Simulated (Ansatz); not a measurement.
Harmonic frequencies (cm⁻¹) at PBE0-D4/def2-TZVP from Ansatz: 23, 115, 134, 382, 501, 601, 688, 716, 744, 772, 962, 989, 1232, 1420, 1445, 1449, 3067, 3116, 3156, 3171, 3197.

Task: Which molecule is it?
A. `C[CH]1[S][GaH]1`
B. `[CH3][Ga]1[CH2][S]1`
C. `N=C=C(O)O`
D. `CB1O[SiH2]1`

Result: B.
